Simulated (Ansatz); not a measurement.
H2O2S2W, SMILES `[OH][W]([OH])(=[S])=[S]` at its PBE0-D4/def2-TZVP geometry, where that method's forces vanish. The species carries charge 0 and has multiplicity 1. W takes the def2 core potential.

```xyz
7

O     1.5467    0.2183    0.7406
W     0.0140    0.1699   -0.3317
O    -1.5161    0.4220    0.7156
S    -0.1019   -1.6963   -1.3370
S     0.1310    1.7553   -1.7433
H     2.0307   -0.5720    0.9948
H    -2.1044   -0.2971    0.9611
```

Task: What forces (eV/Å) does B3LYP-D4/def2-TZVPP give on these atoms in Ansatz 0.2.0? (Best estimate.)

Result: The calculation gave: 
```
O1   0.304 -0.001  0.203
W2   0.000  0.006  0.061
O3  -0.305  0.039  0.198
S4  -0.026 -0.412 -0.224
S5   0.027  0.362 -0.306
H6   0.039  0.000  0.034
H7  -0.040  0.005  0.034
```

B3LYP here is the variant with VWN-RPA as its local correlation; programs differ in this.
